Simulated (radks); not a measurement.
The numbers below are computed, except where a source is named.
V+, 22 electrons, occupied as [Ar] 3d3 6p1 (not the ground configuration). Level of theory: non-relativistic Kohn-Sham, BLYP, spin-polarised, spherical densities, point nucleus; open shells are filled with parallel spins first (a radial shooting solver on a logarithmic mesh with Libxc functionals).

Unscreened Slater integrals over Kohn-Sham orbitals (cm^-1). They are taken over the spin-up orbitals.

| integral | value |
|---|---|
| F0(6p,6p) | 15233 |
| F2(6p,6p) | 8448.9 |
| F0(6p,3d) | 21435 |
| F2(6p,3d) | 1701.9 |
| G1(6p,3d) | 583.95 |
| G3(6p,3d) | 551.53 |
| F0(6p,3p) | 21607 |
| F2(6p,3p) | 1354.2 |
| G0(6p,3p) | 339.56 |
| G2(6p,3p) | 411.75 |
| F0(6p,3s) | 21644 |
| G1(6p,3s) | 411.57 |
| F0(3d,3d) | 156040 |
| F2(3d,3d) | 71578 |
| F4(3d,3d) | 44404 |
| F0(3d,3p) | 172860 |
| F2(3d,3p) | 80987 |
| G1(3d,3p) | 100930 |
| G3(3d,3p) | 60676 |
| F0(3d,3s) | 177250 |
| G2(3d,3s) | 76114 |
| F0(3p,3p) | 195150 |
| F2(3p,3p) | 97730 |
| F0(3p,3s) | 200750 |
| G1(3p,3s) | 133230 |
| F0(3s,3s) | 206920 |

Derived for the open shells (J is the average intra-shell exchange parameter used in DFT+U). 3d: Racah B = F2/49 - 5 F4/441 = 957.3 cm^-1, C = 35 F4/441 = 3524 cm^-1, C/B = 3.68, F4/F2 = 0.620, J = (F2 + F4)/14 = 8284 cm^-1. 6p: J = F2/5 = 1690 cm^-1.
